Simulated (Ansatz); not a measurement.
`CN(C)c1ccc(C#Cc2ccc(C#Cc3ccc(C#Cc4ccc(C#Cc5ccc(C#Cc6ccc(C#CC#N)cc6)cc5)cc4)cc3)cc2)cc1` with charge -1. Total charge -1; doublet. Geometry PBE-D4/def2-SVP, that of the neutral singlet; atoms count from 1.

```xyz
83

C    -9.202   -6.318   16.252
N    -7.971   -5.553   16.239
C    -7.324   -5.206   17.488
C    -7.416   -5.157   15.039
C    -6.207   -4.403   14.995
C    -5.652   -4.004   13.782
C    -6.260   -4.332   12.541
C    -5.689   -3.924   11.310
C    -5.189   -3.568   10.238
C    -4.610   -3.156    9.011
C    -5.171   -3.556    7.765
C    -4.600   -3.153    6.561
C    -3.442   -2.327    6.542
C    -2.859   -1.914    5.317
C    -2.346   -1.553    4.254
C    -1.749   -1.134    3.037
C    -2.222   -1.615    1.785
C    -1.632   -1.205    0.592
C    -0.542   -0.291    0.595
C     0.062    0.128   -0.618
C     0.595    0.495   -1.669
C     1.215    0.921   -2.872
C     2.232    1.915   -2.853
C     2.844    2.333   -4.031
C     2.470    1.774   -5.284
C     3.099    2.198   -6.483
C     3.653    2.569   -7.522
C     4.294    2.997   -8.712
C     4.068    2.326   -9.946
C     4.703    2.744  -11.112
C     5.590    3.855  -11.099
C     6.239    4.282  -12.286
C     6.806    4.654  -13.317
C     7.460    5.081  -14.501
C     7.350    4.332  -15.705
C     7.993    4.750  -16.866
C     8.775    5.937  -16.871
C     9.431    6.364  -18.052
C    10.003    6.736  -19.083
C    10.637    7.149  -20.223
N    11.185    7.505  -21.207
C     8.887    6.690  -15.670
C     8.243    6.269  -14.510
C     5.814    4.529   -9.867
C     5.183    4.108   -8.700
C     1.454    0.781   -5.304
C     0.839    0.365   -4.126
C    -0.071    0.193    1.846
C    -0.659   -0.220    3.039
C    -2.882   -1.925    7.787
C    -3.451   -2.330    8.990
C    -7.463   -5.085   12.587
C    -8.028   -5.486   13.794
H    -9.485   -6.540   17.296
H   -10.046   -5.763   15.782
H    -9.100   -7.288   15.714
H    -7.241   -4.104   17.625
H    -7.914   -5.607   18.331
H    -6.296   -5.630   17.561
H    -5.694   -4.123   15.924
H    -4.718   -3.423   13.779
H    -6.067   -4.194    7.765
H    -5.044   -3.471    5.606
H    -3.065   -2.322    1.770
H    -2.006   -1.586   -0.369
H     2.531    2.352   -1.889
H     3.629    3.102   -4.003
H     3.383    1.465   -9.967
H     4.523    2.215  -12.060
H     6.748    3.412  -15.708
H     7.903    4.163  -17.792
H     9.488    7.610  -15.667
H     8.334    6.856  -13.584
H     6.498    5.390   -9.846
H     5.364    4.635   -7.752
H     1.156    0.342   -6.267
H     0.053   -0.403   -4.153
H     0.771    0.900    1.861
H    -0.284    0.160    4.000
H    -1.986   -1.286    7.786
H    -3.007   -2.013    9.945
H    -7.958   -5.353   11.642
H    -8.960   -6.065   13.770
```

Single mean-field runs in def2-SVP are fitted with def2-universal-jkfit.

(1) Estimate the Mulliken populations of the heavy atoms from the PBE0/def2-SVP orbitals of Ansatz.

(2) Where does the spin sit?

(3) And the Mayer bond orders between heavy atoms (over 0.3, the first 40 of 58)?

Answers

(1) 
```
atom  charge (e)  spin (α − β)
  C1        0.06          0.00
  N2       -0.41          0.00
  C3        0.06          0.00
  C4        0.21          0.01
  C5       -0.10         -0.01
  C6        0.01          0.01
  C7       -0.08         -0.01
  C8       -0.03          0.03
  C9       -0.02         -0.02
 C10       -0.08          0.05
 C11        0.00         -0.02
 C12        0.00          0.03
 C13       -0.07          0.00
 C14       -0.04          0.04
 C15       -0.02         -0.01
 C16       -0.08          0.06
 C17        0.00         -0.01
 C18        0.00          0.03
 C19       -0.07          0.02
 C20       -0.04          0.04
 C21       -0.02          0.00
 C22       -0.08          0.06
 C23        0.00          0.00
 C24        0.00          0.02
 C25       -0.07          0.03
 C26       -0.04          0.04
 C27       -0.03          0.01
 C28       -0.08          0.07
 C29        0.00          0.00
 C30        0.00          0.02
 C31       -0.08          0.04
 C32       -0.03          0.04
 C33       -0.04          0.03
 C34       -0.07          0.06
 C35       -0.01          0.02
 C36        0.01          0.01
 C37       -0.13          0.08
 C38       -0.04         -0.01
 C39       -0.02          0.09
 C40       -0.12         -0.03
 N41       -0.04          0.07
 C42        0.01          0.01
 C43       -0.01          0.02
 C44        0.00          0.02
 C45        0.00          0.00
 C46        0.00          0.02
 C47        0.00          0.00
 C48        0.00          0.03
 C49        0.00         -0.01
 C50        0.00          0.03
 C51        0.00         -0.02
 C52        0.01          0.01
 C53       -0.10         -0.01
```
Mulliken values depend strongly on the basis.

(2) Summed by element: C 0.94, N 0.07, H -0.01, of 1 unpaired in all. Largest on single atoms: C39 0.09, C37 0.08, N41 0.07.

(3) C1–N2 1.00 (1.45 Å); N2–C3 1.00 (1.45 Å); N2–C4 1.12 (1.38 Å); C4–C5 1.29 (1.43 Å); C4–C53 1.29 (1.43 Å); C5–C6 1.42 (1.39 Å); C6–C7 1.33 (1.42 Å); C7–C8 1.04 (1.42 Å); C7–C52 1.32 (1.42 Å); C8–C9 2.55 (1.24 Å); C9–C10 1.05 (1.42 Å); C10–C11 1.31 (1.42 Å); C10–C51 1.31 (1.42 Å); C11–C12 1.42 (1.39 Å); C12–C13 1.31 (1.42 Å); C13–C14 1.06 (1.42 Å); C13–C50 1.31 (1.42 Å); C14–C15 2.52 (1.23 Å); C15–C16 1.06 (1.42 Å); C16–C17 1.30 (1.42 Å); C16–C49 1.30 (1.42 Å); C17–C18 1.43 (1.39 Å); C18–C19 1.30 (1.42 Å); C19–C20 1.07 (1.42 Å); C19–C48 1.30 (1.42 Å); C20–C21 2.50 (1.23 Å); C21–C22 1.07 (1.42 Å); C22–C23 1.29 (1.42 Å); C22–C47 1.29 (1.42 Å); C23–C24 1.44 (1.39 Å); C24–C25 1.29 (1.42 Å); C25–C26 1.08 (1.42 Å); C25–C46 1.29 (1.42 Å); C26–C27 2.48 (1.23 Å); C27–C28 1.08 (1.42 Å); C28–C29 1.28 (1.42 Å); C28–C45 1.28 (1.42 Å); C29–C30 1.45 (1.39 Å); C30–C31 1.28 (1.42 Å); C31–C32 1.09 (1.42 Å).
